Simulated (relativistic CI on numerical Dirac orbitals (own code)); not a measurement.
# Re⁶⁺: O2,3 absorption edge

Computed with this model: Dirac-Coulomb-Breit CI, separate exchange-only KLI orbitals for each configuration, model QED, valence Slater integrals scaled by 0.8, multiplet model of core-to-valence dipole absorption; configurations [Xe] 4f14 5d → [Kr] 4d10 4f14 5s2 5p5 5d2; 300 K; Lorentzian 1 eV and Gaussian 0.3 eV FWHM. Energies are those of the free ion, without screening or charge transfer. The branching ratio is the share of the lower-energy edge in the whole absorption, uncertain by about 0.02 where the edges overlap. S is read from ⟨S²⟩ = S(S + 1).

Field parameters in Wybourne normalisation: D3d B²₀ = −7Dσ, B⁴₀ = −14Dq − 21Dτ, B⁴₃ = −14√(10/7) Dq; D4h B²₀ = −7Ds, B⁴₀ = 21(Dq − Dt), B⁴₄ = 21√(5/14) Dq; Oh B⁴₀ = 21Dq, B⁴₄ = √(5/14) B⁴₀. The field is a parameter set, without covalency.

free ion: ground-state S = 0.50, centroid 56.88 eV. Peaks (eV, height): 49.0 (47), 51.2 (35), 56.2 (61), 60.0 (24), 62.8 (100).

Oh, 10Dq = 29700 cm⁻¹: ground-state S = 0.50, centroid 57.27 eV. Peaks (eV, height): 45.2 (11), 50.5 (53), 55.2 (44), 58.5 (37), 62.8 (100), 64.8 (30), 66.5 (12).

D3d, 10Dq = 22350, Dσ = -800, Dτ = 10 cm⁻¹: ground-state S = 0.50, centroid 57.20 eV. Peaks (eV, height): 46.0 (10), 50.2 (59), 55.2 (47), 58.0 (36), 62.5 (100), 64.2 (37), 65.5 (20).

Oh, 10Dq = 23750 cm⁻¹: ground-state S = 0.50, centroid 57.21 eV. Peaks (eV, height): 46.0 (10), 50.2 (58), 52.5 (15), 55.2 (46), 58.0 (35), 62.5 (100), 64.2 (34), 65.5 (18).

D4h, 10Dq = 44650, Ds = 480, Dt = 670 cm⁻¹: ground-state S = 0.50, centroid 57.40 eV. Peaks (eV, height): 45.0 (16), 48.0 (12), 50.8 (41), 54.8 (53), 57.5 (33), 59.2 (39), 63.0 (100), 66.2 (23), 68.8 (6).

Strongest unbroadened transitions for free ion:

| Energy (eV) | Relative strength |
| --- | --- |
| 44.17 | 1.1 |
| 46.04 | 0.6 |
| 46.05 | 0.9 |
| 48.48 | 20.0 |
| 49.07 | 41.0 |
| 49.55 | 1.6 |
| 51.00 | 19.2 |
| 51.41 | 0.5 |
| 51.42 | 21.6 |
| 56.19 | 11.8 |
| 56.34 | 57.9 |
| 56.49 | 0.5 |
| 58.84 | 1.7 |
| 60.07 | 21.2 |
| 62.06 | 17.1 |
| 62.80 | 100.0 |
| 62.83 | 1.4 |
| 63.01 | 8.9 |
